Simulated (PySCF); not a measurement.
WOSFCl, SMILES [S]=[W]([Cl])(=[O])[F], multiplicity 1. Geometry optimised at PBE-D3(BJ)/def2-SVP. The spin state was assumed, not searched. The structure was generated by enumeration; whether it is a known compound was not checked. The def2 effective core potentials stand for the cores of W; spin–orbit coupling is left out.

Method: PBE-D3(BJ)/def2-SVP (PySCF).

Harmonic wavenumbers (cm⁻¹): 133, 149, 184, 231, 274, 409, 539, 689, 990. Rotational constants (GHz): 2.372, 1.724, 1.389; symmetry number 1.

### Question
Work out the zero-point energy and the ideal-gas rigid-rotor harmonic-oscillator thermochemistry at 298.15 K and 1 atm.

### Answer
ZPE = ½ Σ hcν = ½ × 3598 cm⁻¹ = 5.14 kcal/mol. H − E(el) = 9.73 kcal/mol. Entropy in cal/(mol K): translation 42.85, rotation 28.43, vibration 13.24, total 84.52. G − E(el) = -15.47 kcal/mol. Cp = 21.00 cal/(mol K). Modes under 150 cm⁻¹ make the vibrational entropy uncertain.
